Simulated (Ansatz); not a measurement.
C6H10AlFO2 (`CC1=CC(C)=[O+][Al-]([CH3])([F])[O]1`), relaxed with RKS PBE-D4/def2-SVP in Ansatz 0.2.0 from a rough embedded geometry. The force threshold is 0.03 eV/Å; the program also tests the step.

The species carries charge 0 and has multiplicity 1.

Start:

```xyz
20

C     0.114    1.923    2.297
C    -0.089    1.040    1.048
C     0.818    1.087    0.006
C     0.640    0.272   -1.202
C     1.759    0.513   -2.269
O    -0.206   -0.587   -1.486
Al   -1.573   -0.993   -0.276
C    -1.399   -2.849    0.385
F    -3.175   -0.754   -1.038
O    -1.226    0.192    1.062
H     0.126    2.971    1.912
H     1.090    1.678    2.709
H    -0.645    1.783    2.935
H     1.653    1.730    0.089
H     2.768    0.255   -1.840
H     1.719    1.531   -2.624
H     1.556   -0.159   -3.175
H    -1.475   -3.580   -0.483
H    -2.130   -3.059    1.157
H    -0.324   -2.994    0.792
```

| step | energy (eV) | largest force (eV/Å) | largest move (Å) |
| --- | --- | --- | --- |
| 1 | -19766.6317 | 4.496 | 0.000 |
| 2 | -19767.5776 | 2.276 | 0.195 |
| 3 | -19767.7850 | 0.800 | 0.116 |
| 4 | -19767.8188 | 0.302 | 0.200 |
| 5 | -19767.8380 | 0.224 | 0.077 |
| 6 | -19767.8467 | 0.100 | 0.119 |
| 7 (rejected) | -19767.8458 | 0.272 | 0.130 |
| 8 | -19767.8483 | 0.144 | 0.065 |
| 9 | -19767.8540 | 0.130 | 0.038 |
| 10 (rejected) | -19767.8513 | 0.355 | 0.147 |
| 11 | -19767.8599 | 0.097 | 0.073 |
| 12 | -19767.8629 | 0.160 | 0.073 |
| 13 (rejected) | -19767.8628 | 0.306 | 0.092 |
| 14 | -19767.8689 | 0.089 | 0.045 |
| 15 | -19767.8735 | 0.051 | 0.056 |
| 16 | -19767.8785 | 0.093 | 0.082 |
| 17 (rejected) | -19767.8768 | 0.304 | 0.123 |
| 18 | -19767.8803 | 0.194 | 0.062 |
| 19 | -19767.8849 | 0.135 | 0.062 |
| 20 | -19767.8907 | 0.021 | 0.095 |
| 21 (rejected) | -19767.8867 | 0.305 | 0.139 |
| 22 | -19767.8929 | 0.054 | 0.065 |
| 23 | -19767.8938 | 0.125 | 0.069 |
| 24 | -19767.8949 | 0.079 | 0.012 |
| 25 | -19767.8955 | 0.032 | 0.029 |
| 26 | -19767.8966 | 0.036 | 0.046 |
| 27 | -19767.8971 | 0.034 | 0.052 |
| 28 | -19767.8973 | 0.030 | 0.023 |

End:

```xyz
20

C     0.009    1.971    2.204
C    -0.074    1.031    1.034
C     0.764    1.203   -0.091
C     0.756    0.336   -1.206
C     1.699    0.554   -2.356
O    -0.028   -0.684   -1.316
Al   -1.412   -1.149   -0.166
C    -1.315   -2.996    0.443
F    -2.834   -0.567   -0.874
O    -0.940    0.080    1.145
H     0.759    2.770    2.062
H     0.254    1.391    3.120
H    -0.991    2.422    2.377
H     1.470    2.042   -0.089
H     2.325   -0.353   -2.490
H     2.351    1.435   -2.215
H     1.110    0.670   -3.289
H    -1.489   -3.705   -0.393
H    -2.087   -3.208    1.213
H    -0.328   -3.243    0.887
```

Run time 68 s (4 threads of an AMD EPYC 7R13 on a shared host and a share of an NVIDIA H100 80 GB); peak host memory 0.89 GiB.
